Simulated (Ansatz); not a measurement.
Input for Ansatz (a program for electronic structure): U-CCSD(T)/def2-TZVPP on F (SMILES [F]).

Ansatz 0.2 input:
```yaml
crystal:
  periodic: [false, false, false]
  atoms:
    - {symbol: F, position_ang: [0.00000000, 0.00000000, 0.00000000]}
basis:
  gaussian:
    orbitals: def2-TZVPP
magnetization: {spin_polarized: true, initial_magnetization: 1}
correlation: {method: ccsd_t, electrons: outside_noble_gas}
scf: {omitted_lower_state_checks: [cluster_reference]}
```

Q: Give the final energy of this run.

A: -99.6251 hartree (reference determinant -99.4118, T1 diagnostic 0.006).
